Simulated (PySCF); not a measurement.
## Vanadium: a sound run and one with changed settings

Sound run: V [Ar] 3d3 4s2, V⁺ [Ar] 3d4. Calculation: PySCF 2.14, in cc-pVDZ-DK; the spin-free X2C one-electron Hamiltonian (Gaussian nucleus). In the sound run the correlated levels freeze [Ar]. The sound run starts from symmetry-adapted Hartree-Fock orbitals and uses a fine grid where one is needed.

Changed run: initial guess minao, at most 50 SCF cycles, level shift 2.0 hartree.

```csv
species,method,sound run (hartree),changed run (hartree),converged
V,UHF,-948.14002,-948.14002,yes
V,M06-2X,-949.18023,-949.18023,no
V,TPSS,-949.19565,-949.19565,no
V,MP2,-948.18977,-948.15554,yes
V⁺,UHF,-947.91369,-947.92938,yes
V⁺,M06-2X,-948.92117,-948.90411,yes
V⁺,TPSS,-948.96349,-948.94754,no
```

The plain start fixes occupations by D2h representation alone, and V⁺ at UHF, V⁺ at M06-2X landed in another state (other ⟨L²⟩ or ⟨S²⟩). A level shift leaves the converged SCF energy unchanged but raises the virtual orbital energies, which shrinks MP2 if it is not removed.
